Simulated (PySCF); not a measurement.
Compound: 1,1,1,2,2-pentafluoro-2-methoxyethane, C₃H₃F₅O.
Bonds: C1–O2, O2–C3, C3–F4, C3–F5, C3–C6, C6–F7, C6–F8, C6–F9. Hydrogens: H10, H11, H12 on C1.

The same species was optimised twice, with GFN2-xTB and with PBE0-D3(BJ)/def2-SVP (PySCF), and the same property calculations (PySCF, gas phase) were run on both structures.

| coordinate | GFN2-xTB | PBE0-D3(BJ)/def2-SVP | change |
| --- | --- | --- | --- |
| C1–O2 (Å) | 1.440 | 1.421 | -0.019 |
| C3–F4 (Å) | 1.362 | 1.349 | -0.013 |
| C3–F5 (Å) | 1.362 | 1.350 | -0.012 |
| C3–C6 (Å) | 1.552 | 1.541 | -0.011 |
| O2–C3 (Å) | 1.325 | 1.334 | +0.009 |
| C6–F9 (Å) | 1.330 | 1.324 | -0.006 |
| C6–F7 (Å) | 1.330 | 1.325 | -0.005 |
| C6–F8 (Å) | 1.329 | 1.326 | -0.003 |
| F4–C3–F5 (°) | 104.1 | 106.2 | +2.1 |
| C3–C6–F8 (°) | 111.5 | 109.8 | -1.7 |
| F7–C6–F9 (°) | 108.0 | 109.0 | +1.0 |
| O2–C3–F5 (°) | 113.2 | 112.3 | -0.9 |
| O2–C3–F4 (°) | 113.2 | 112.4 | -0.8 |
| F7–C6–F8 (°) | 108.0 | 108.8 | +0.8 |
| F8–C6–F9 (°) | 108.0 | 108.8 | +0.8 |
| C1–O2–C3 (°) | 115.7 | 116.3 | +0.6 |
| C1–O2–C3–F4 (°) | -59 | -59 | 0 |
| O2–C3–C6–F7 (°) | -60 | -62 | -2 |

Rotational constants: A = 2567, B = 1308, C = 1249 MHz (GFN2-xTB) against A = 2576, B = 1326, C = 1272 MHz (PBE0-D3(BJ)/def2-SVP).

On the GFN2-xTB structure: lowest singlet, TDDFT (eV) 9.56 [wB97X-D/def2-SVPD]; isotropic polarisability (au) 46.6 [wB97X-D/def2-SVPD]; HOMO (eV) -11.80 [wB97X-D/def2-SVPD]; LUMO (eV) 2.15 [wB97X-D/def2-SVPD]; dipole (D) 2.92 [wB97X-D/def2-SVPD]; HOMO (eV) -9.74 [PBE0/pcSseg-1]; LUMO (eV) 1.49 [PBE0/pcSseg-1]; dipole (D) 2.94 [PBE0/pcSseg-1]; GIAO shielding of C1 (ppm) 133.5 [PBE0/pcSseg-1]; GIAO shielding of O2 (ppm) 251.6 [PBE0/pcSseg-1]; GIAO shielding of C3 (ppm) 62.9 [PBE0/pcSseg-1]; GIAO shielding of F4/F5 (mean) (ppm) 283.4 [PBE0/pcSseg-1]; GIAO shielding of C6 (ppm) 60.9 [PBE0/pcSseg-1]; GIAO shielding of F7/F8/F9 (mean) (ppm) 271.0 [PBE0/pcSseg-1].

**Question.** What do these properties become on the PBE0-D3(BJ)/def2-SVP structure?

**Answer.** 
| property | level | on GFN2-xTB | on PBE0-D3(BJ)/def2-SVP | change |
| --- | --- | --- | --- | --- |
| lowest singlet, TDDFT (eV) | wB97X-D/def2-SVPD | 9.56 | 9.40 | -0.16 |
| isotropic polarisability (au) | wB97X-D/def2-SVPD | 46.6 | 46.4 | -0.2 |
| HOMO (eV) | wB97X-D/def2-SVPD | -11.80 | -11.62 | +0.18 |
| LUMO (eV) | wB97X-D/def2-SVPD | 2.15 | 2.17 | +0.02 |
| dipole (D) | wB97X-D/def2-SVPD | 2.92 | 2.67 | -0.25 |
| energy, GFN2-xTB geometry as zero (kcal/mol) | wB97X-D/def2-SVPD | 0.0 | -0.4 | -0.4 |
| HOMO (eV) | PBE0/pcSseg-1 | -9.74 | -9.56 | +0.18 |
| LUMO (eV) | PBE0/pcSseg-1 | 1.49 | 1.53 | +0.04 |
| dipole (D) | PBE0/pcSseg-1 | 2.94 | 2.68 | -0.26 |
| energy, GFN2-xTB geometry as zero (kcal/mol) | PBE0/pcSseg-1 | 0.0 | -0.3 | -0.3 |
| GIAO shielding of C1 (ppm) | PBE0/pcSseg-1 | 133.5 | 134.9 | +1.4 |
| GIAO shielding of O2 (ppm) | PBE0/pcSseg-1 | 251.6 | 255.1 | +3.5 |
| GIAO shielding of C3 (ppm) | PBE0/pcSseg-1 | 62.9 | 64.8 | +1.9 |
| GIAO shielding of F4/F5 (mean) (ppm) | PBE0/pcSseg-1 | 283.4 | 292.0 | +8.6 |
| GIAO shielding of C6 (ppm) | PBE0/pcSseg-1 | 60.9 | 62.4 | +1.5 |
| GIAO shielding of F7/F8/F9 (mean) (ppm) | PBE0/pcSseg-1 | 271.0 | 275.9 | +4.9 |

The heavy atoms differ by 0.029 Å rms after alignment. Among bonds between heavy atoms C1–O2 changes most (-0.019 Å). Changes are differences of the printed values. Neither structure is proved a minimum here.

Conformer computed: `[CH3:1][O:2][C:3]([F:4])([F:5])[C:6]([F:7])([F:8])[F:9]`: C1–O2–C3–F4 -59°, O2–C3–C6–F7 -62°.

wB97X-D is run here without its empirical dispersion term; that term would change no orbital, density or response property at a fixed geometry.
